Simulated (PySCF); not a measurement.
A PySCF run on InP

State: ³Σ⁻ (triplet), unpaired electrons π ↑↑.

An equivalent input (the run itself took its basis sets from the Basis Set Exchange, started from a PBE0 density and held the occupation σ 9α 9β, πx 4α 3β, πy 4α 3β, δx 1α 1β, δy 1α 1β):

```python
from pyscf import gto, scf, cc
mol = gto.M(atom='In 0 0 0; P 0 0 2.674', basis={'In': 'def2-SVPD', 'P': 'def2-SVPD'}, ecp={'In': 'def2-SVPD'},
            charge=0, spin=2, verbose=4, symmetry='C2v')
mf = scf.UHF(mol)
mf.irrep_nelec = {'A1': (10, 10), 'A2': (1, 1), 'B1': (4, 3), 'B2': (4, 3)}
mf.conv_tol = 1e-9
mf.max_cycle = 60
mf.diis_space = 10
mf.kernel()
mycc = cc.CCSD(mf, frozen=[[0, 1, 2, 3, 4, 5, 6, 7, 8, 55], [0, 1, 2, 3, 4, 5, 6, 7, 8, 55]])
mycc.run(conv_tol=1e-7, conv_tol_normt=1e-5, max_cycle=80, diis_space=8)
et = mycc.ccsd_t()
```

The SCF ended at -529.83553709 hartree. The coupled-cluster part of the log:

```
******** <class 'pyscf.cc.uccsd.UCCSD'> ********
CC2 = 0
CCSD nocc = (10, 8), nmo = (46, 46)
frozen orbitals [[0, 1, 2, 3, 4, 5, 6, 7, 8, 55], [0, 1, 2, 3, 4, 5, 6, 7, 8, 55]]
max_cycle = 80
direct = 0
conv_tol = 1e-07
conv_tol_normt = 1e-05
diis_space = 8
diis_start_cycle = 0
diis_start_energy_diff = 1e+09
Init t2, MP2 energy = -0.142827885907614
Init E_corr(UCCSD) = -0.142827885912836
cycle = 1  E_corr(UCCSD) = -0.163883053156679  dE = -0.0210551672  norm(t1,t2) = 0.0800605
cycle = 2  E_corr(UCCSD) = -0.170527350697008  dE = -0.00664429754  norm(t1,t2) = 0.0321639
cycle = 3  E_corr(UCCSD) = -0.174370014652858  dE = -0.00384266396  norm(t1,t2) = 0.0163535
cycle = 4  E_corr(UCCSD) = -0.174503467056372  dE = -0.000133452404  norm(t1,t2) = 0.00372776
cycle = 5  E_corr(UCCSD) = -0.174404381173794  dE = 9.90858826e-05  norm(t1,t2) = 0.00207655
cycle = 6  E_corr(UCCSD) = -0.17441405848921  dE = -9.67731542e-06  norm(t1,t2) = 0.00088202
cycle = 7  E_corr(UCCSD) = -0.174425749748606  dE = -1.16912594e-05  norm(t1,t2) = 0.00035394
cycle = 8  E_corr(UCCSD) = -0.174424412618334  dE = 1.33713027e-06  norm(t1,t2) = 0.000145186
cycle = 9  E_corr(UCCSD) = -0.174424710243957  dE = -2.97625624e-07  norm(t1,t2) = 5.68334e-05
cycle = 10  E_corr(UCCSD) = -0.174425054018864  dE = -3.43774907e-07  norm(t1,t2) = 2.56662e-05
cycle = 11  E_corr(UCCSD) = -0.174424958182101  dE = 9.58367637e-08  norm(t1,t2) = 1.08742e-05
cycle = 12  E_corr(UCCSD) = -0.1744250036863  dE = -4.55041992e-08  norm(t1,t2) = 4.15682e-06
UCCSD converged
E(UCCSD) = -530.0099620939839  E_corr = -0.1744250036862998
UCCSD(T) correction = -0.00672452954922347
```

T1 diagnostic 0.014, D1 0.047, 18 electrons correlated, 1 of the virtual orbitals (those above 20 hartree) left out.

Repeating this along the bond gives Re = 2.694 Å and ωe = 248 cm⁻¹.

A point of this curve took 9.2 CPU seconds beside 0.27 for the integrals, on Oxide Virtual Turin-like (shared host).

Correlated steps freeze 9 core orbitals. Spin–orbit coupling is left out. The state is the lowest determinant that a PBE0 search found; another state may lie lower at other levels.
